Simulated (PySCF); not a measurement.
Ce(IV) with different ligands

Computed with PySCF 2.14.0, PBE0, def2-SVP on the ligands, density fitting, scalar-relativistic core potentials, no spin-orbit coupling, vacuum. The metal has def2-SVP with ECP28. Each complex is relaxed within the symmetry of a template of the same shape. Distances are means of the shortest metal–ligand contacts, charges and spins Mulliken's.

| complex | point group | M–first ligand (Å) | charge on M (e) | HOMO–LUMO gap (eV) | strongest infrared band, degenerate modes summed (cm⁻¹) | unstable modes (below −25 cm⁻¹) |
| --- | --- | --- | --- | --- | --- | --- |
| [CeOCl]+ | Cs | 1.709 | 1.25 | 5.16 | 978 | 0 |
| [CeSF]+ | Cs | 2.246 | 1.25 | 3.64 | 661 | 0 |
| [CeOF]+ | C∞v | 1.710 | 1.32 | 6.06 | – | not given |

What does the calculation give for [CeO(OH)]+?

point group: Cs, M–first ligand (Å): 1.722, charge on M (e): 1.28, HOMO–LUMO gap (eV): 5.77, unstable modes (below −25 cm⁻¹): 0.
```xyz
4

Ce    0.0172   -0.0263   -0.2864
O     1.4070    0.0122    0.7304
O    -1.8136    0.0332    0.4711
H    -2.6304    0.0694    0.9915
```

One start shape was tried for each, so a minimum needn't be the lowest isomer.
